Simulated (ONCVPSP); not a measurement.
## zinc: ONCV pseudisation with Wu-Cohen, scalar-relativistic reference atom.

Input for ONCVPSP 4.0.1:

```
# ATOM AND REFERENCE CONFIGURATION
# atsym  z   nc   nv     iexc    psfile
  Zn 30.00    5    2  -118130      upf
#
#   n    l    f
    1    0    2.00
    2    0    2.00
    2    1    6.00
    3    0    2.00
    3    1    6.00
    3    2   10.00
    4    0    2.00
#
# PSEUDOPOTENTIAL AND OPTIMIZATION
# lmax
    2
#
#   l,   rc,      ep,       ncon, nbas, qcut
    0    2.30    0.00    4    7    2.60
    1    2.35    0.16    4    7    3.50
    2    1.00    0.00    4    8   16.90
#
# LOCAL POTENTIAL
# lloc, lpopt,  rc(5),   dvloc0
    4    3    0.85    0.00
#
# VANDERBILT-KLEINMAN-BYLANDER PROJECTORs
# l, nproj, debl
    0    2    0.90
    1    2    2.80
    2    2    2.00
#
# MODEL CORE CHARGE
# icmod, fcfact, rcfact
    0    0.00    0.00
#
# LOG DERIVATIVE ANALYSIS
# epsh1, epsh2, depsh
   -2.00    5.00    0.02
#
# OUTPUT GRID
# rlmax, drl
    6.00    0.01
#
# TEST CONFIGURATIONS
# ncnf
    4
# nvcnf
#   n    l    f
    2
    3    2   10.00
    4    0    1.00
#
    2
    3    2   10.00
    4    0    0.00
#
    2
    3    2    9.00
    4    0    0.00
#
    2
    3    2    9.00
    4    0    2.00
#
```

Command:

```bash
oncvpsp.x < Zn.dat > Zn.out
```

Resulting log (shortened: citation, most of the input echo, consistency checks and plot data are left out):

```
ONCVPSP  (Optimized Norm-Conservinng Vanderbilt PSeudopotential)
scalar-relativistic version 4.0.1

#   n    l    f        energy (Ha)
    1    0    2.00    -3.4997464E+02
    2    0    2.00    -4.2551605E+01
    2    1    6.00    -3.6900189E+01
    3    0    2.00    -4.7408049E+00
    3    1    6.00    -3.0620374E+00
    3    2   10.00    -3.7396452E-01
    4    0    2.00    -2.2116355E-01

Reference configufation results
  iterations    32
  all-electron total energy (Ha)   -1.79555918D+03

Begin loop to  construct optimized pseudo wave functions
and semi-local pseudopoentials for all angular momenta

   Wellstate for l =  0  n =  5
     eigenvalue =   0.6788
     asymptotic potential =   1.1788
     half-point radius =  4.1634

Calculating optimized projector #   1

 for l=   0

    Fraction of norm inside rc  0.439029
    Optimizing pswf for qcut=   2.60 a_B^-1,  ecut=   3.37 Ha
    Residual kinetic energy error=  4.55D-03 Ha

    Energy error per electron        Cutoff
         Ha          eV             Ha
         0.01000     0.27211        2.48
         0.00100     0.02721       10.05
         0.00010     0.00272       21.48
         0.00001     0.00027       25.94

Calculating optimized projector #   2

 for l=   0

    Fraction of norm inside rc  0.244380
    Optimizing pswf for qcut=   2.60 a_B^-1,  ecut=   3.37 Ha
    Residual kinetic energy error=  1.94D-02 Ha

    Energy error per electron        Cutoff
         Ha          eV             Ha
         0.01000     0.27211        3.78
         0.00100     0.02721        9.85
         0.00010     0.00272       20.87
         0.00001     0.00027       25.30

WARNING wellstate: moderately localized bound state found for n= 4 l=  1
WARNING scattering state with energy  0.05000000
WARNING will be used for the first projector

   Wellstate for l =  1  n =  4
     eigenvalue =   0.0500
     asymptotic potential =   0.5500
     half-point radius =  4.4152

   Wellstate for l =  1  n =  6
     eigenvalue =   2.8500
     asymptotic potential =   3.3500
     half-point radius =  3.7637

Calculating optimized projector #   1

 for l=   1

    Fraction of norm inside rc  0.352871
    Optimizing pswf for qcut=   3.51 a_B^-1,  ecut=   6.15 Ha
    Residual kinetic energy error=  2.13D-04 Ha

    Energy error per electron        Cutoff
         Ha          eV             Ha
         0.01000     0.27211        1.30
         0.00100     0.02721        3.57
         0.00010     0.00272       10.10
         0.00001     0.00027       23.52

Calculating optimized projector #   2

 for l=   1

    Fraction of norm inside rc  0.195124
    Optimizing pswf for qcut=   3.51 a_B^-1,  ecut=   6.15 Ha
    Residual kinetic energy error=  3.35D-02 Ha

    Energy error per electron        Cutoff
         Ha          eV             Ha
         0.01000     0.27211        7.38
         0.00100     0.02721       17.99
         0.00010     0.00272       32.73
         0.00001     0.00027       37.10

   Wellstate for l =  2  n =  4
     eigenvalue =   1.6260
     asymptotic potential =   2.1260
     half-point radius =  2.2550

Calculating optimized projector #   1

 for l=   2

    Fraction of norm inside rc  0.673880
    Optimizing pswf for qcut=  16.88 a_B^-1,  ecut= 142.49 Ha
    Residual kinetic energy error=  8.82D-07 Ha

    Energy error per electron        Cutoff
         Ha          eV             Ha
         0.01000     0.27211       88.40
         0.00100     0.02721      105.48
         0.00010     0.00272      118.91
         0.00001     0.00027      129.83

Calculating optimized projector #   2

 for l=   2

    Fraction of norm inside rc  0.113085
    Optimizing pswf for qcut=  16.88 a_B^-1,  ecut= 142.49 Ha
    Residual kinetic energy error=  4.90D-07 Ha

    Energy error per electron        Cutoff
         Ha          eV             Ha
         0.01000     0.27211       82.70
         0.00100     0.02721      102.26
         0.00010     0.00272      117.71
         0.00001     0.00027      129.66

Construct Vanderbilt / Kleinmman-Bylander projectors

B matrix Hermiticity error, ll=   0
   1   2    4.2630E-05

  Orthonormal projector coefficients  8.8406E+00  1.0735E+00

B matrix Hermiticity error, ll=   1
   1   2   -1.0797E-04

  Orthonormal projector coefficients  6.1475E+00  5.7152E-01

B matrix Hermiticity error, ll=   2
   1   2    3.4230E-04

  Orthonormal projector coefficients -2.0350E+01 -4.7966E+00

Pseudoatom total energy  -62.061233

Diagnostic tests using Vanderbilt-Kleinman-Bylander pseudopotentials
  1 or more projectors used as specified by nproj input data

   l    rcore       rmatch      e in        delta e   norm test  slope test

   0   2.3080892   2.3781678  -0.2211636  -0.0000007   1.0000246   1.0000340
   0   2.3080892   2.3781678   0.6788364   0.0000002   1.0000983   1.0000983

   1   2.3639839   2.4357596   0.0500000   0.0000007   1.0000257   1.0000257
   1   2.3639839   2.4357596   2.8500000   0.0000383   1.0002196   1.0002196

   2   1.0049241   1.0354358  -0.3739645  -0.0000092   1.0001625   1.0001715
   2   1.0049241   1.0354358   1.6260355  -0.0000095   1.0003885   1.0003885

 Testing for bound ghosts
   n   l    E NL Schr. Eq   E Basis Diag.   E Cutoff

       0                       -1.449943     35.10  WARNING - GHOST(-)
   1   0       -0.221164       -0.218536     35.10

   2   1       -0.038981       -0.016921     39.47

   3   2       -0.373974       -0.360299    340.99

 Testing for highly-localized positive-energy ghosts
       l    <radius>/rc     E Basis Diag.   E Cutoff

       1        0.385225        3.780842     39.47  WARNING - GHOST(+)

Test configuration 0

   n   l     f        eae           eps        diff
   1   0  2.0000 -349.97464365
   2   0  2.0000  -42.55160538
   2   1  6.0000  -36.90018941
   3   0  2.0000   -4.74080491
   3   1  6.0000   -3.06203742
   3   2 10.0000   -0.37396452   -0.37397369   -9.17D-06
   4   0  2.0000   -0.22116355   -0.22116424   -6.85D-07

    Total energies and differences
      AE_ref= -1.79555918D+03  AE_tst= -1.79555918D+03  dif=  0.00D+00
      PS_ref= -6.20612334D+01  PS_tst= -6.20612334D+01  dif=  1.78D-13
      PSP excitation error= -1.78D-13

Test configuration 1

   n   l     f        eae           eps        diff
   1   0  2.0000 -350.33244034
   2   0  2.0000  -42.90178116
   2   1  6.0000  -37.25101374
   3   0  2.0000   -5.09709368
   3   1  6.0000   -3.41888219
   3   2 10.0000   -0.72852745   -0.72843340    9.41D-05
   4   0  1.0000   -0.51455689   -0.51544853   -8.92D-04

    Total energies and differences
      AE_ref= -1.79555918D+03  AE_tst= -1.79519450D+03  dif=  3.65D-01
      PS_ref= -6.20612334D+01  PS_tst= -6.16961462D+01  dif=  3.65D-01
      PSP excitation error= -4.07D-04

Test configuration 2

   n   l     f        eae           eps        diff
   1   0  2.0000 -350.74658411
   2   0  2.0000  -43.30388102
   2   1  6.0000  -37.65412727
   3   0  2.0000   -5.50758294
   3   1  6.0000   -3.82988138
   3   2 10.0000   -1.13453962   -1.13455497   -1.54D-05

    Total energies and differences
      AE_ref= -1.79555918D+03  AE_tst= -1.79452017D+03  dif=  1.04D+00
      PS_ref= -6.20612334D+01  PS_tst= -6.10205423D+01  dif=  1.04D+00
      PSP excitation error= -1.68D-03

Test configuration 3

   n   l     f        eae           eps        diff
   1   0  2.0000 -351.53820098
   2   0  2.0000  -44.11479629
   2   1  6.0000  -38.46309869
   3   0  2.0000   -6.27828647
   3   1  6.0000   -4.59297311
   3   2  9.0000   -1.86460944   -1.87335114   -8.74D-03

    Total energies and differences
      AE_ref= -1.79555918D+03  AE_tst= -1.79302990D+03  dif=  2.53D+00
      PS_ref= -6.20612334D+01  PS_tst= -5.95266101D+01  dif=  2.53D+00
      PSP excitation error= -5.34D-03

Test configuration 4

   n   l     f        eae           eps        diff
   1   0  2.0000 -350.61474537
   2   0  2.0000  -43.21513940
   2   1  6.0000  -37.56142283
   3   0  2.0000   -5.37112051
   3   1  6.0000   -3.68616264
   3   2  9.0000   -0.96931631   -0.97470800   -5.39D-03
   4   0  2.0000   -0.58692183   -0.58678313    1.39D-04

    Total energies and differences
      AE_ref= -1.79555918D+03  AE_tst= -1.79489945D+03  dif=  6.60D-01
      PS_ref= -6.20612334D+01  PS_tst= -6.13993074D+01  dif=  6.62D-01
      PSP excitation error= -2.20D-03
```

Note: ghosts flagged at negative energy: s at -39.5 eV; GHOST(+) flagged for p at 102.9 eV. A true bound ghost makes a file unfit for plane-wave use.

The run took about 3.5 s on one core of a shared server CPU.
